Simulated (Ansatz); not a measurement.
The same path of BH4N + BrH (8 atoms, charge 0, multiplicity 1) was run 3 times with different band settings. Lost on the way: Br7–H8. Made: B1–Br7, N2–H8.

Theory: Ansatz 0.2.0, RHF/def2-SVP.

Relaxed end points:

```xyz
8
Properties=species:S:1:pos:R:3
B 0.075 -0.585 0.197
N 0.032 -0.251 1.550
H -0.806 -0.295 2.094
H 0.853 -0.080 2.094
H 1.131 -0.583 -0.375
H -0.945 -0.854 -0.375
Br -0.481 3.685 1.543
H -0.301 2.295 1.387
```

```xyz
8
Properties=species:S:1:pos:R:3
B 0.000 0.435 0.204
N -0.144 0.162 1.810
H -0.296 -0.818 1.995
H 0.690 0.456 2.295
H 0.974 -0.170 -0.165
H -1.048 0.120 -0.298
Br 0.299 2.464 0.086
H -0.918 0.685 2.189
```

Common settings: movable images 5; climbing image yes; spring 5.0 eV/Å²; optimiser quadratic models (default); start path through a guess of the saddle point; iteration limit 60; end points relaxed.

| run | force threshold |
| --- | --- |
| 1 | 0.05 eV/Å |
| 2 | 0.2 eV/Å |
| 3 | 0.5 eV/Å |

**Question.** What does each run give, and how far can it be trusted?

**Answer.** Run 1: converged after 13 iterations, highest image 0.872 eV above the first end. A vibrational analysis at the climbing image gives one clearly imaginary mode, 283i cm⁻¹: a first-order saddle point.
Run 2: converged after 11 iterations, highest image 0.872 eV above the first end. The threshold of 0.2 eV/Å is loose, so the images may lie well off the minimum-energy path. Another band between the same ends (5 images) ends at a top of the same energy, where a vibrational analysis finds 1 clearly imaginary mode.
Run 3: converged after 8 iterations, highest image 0.889 eV above the first end. The threshold of 0.5 eV/Å is loose, so the images may lie well off the minimum-energy path. The order of the stationary point at the top wasn't checked.
The orbitals stay closed-shell, which can raise the energy where a bond breaks towards radicals; this wasn't checked here.
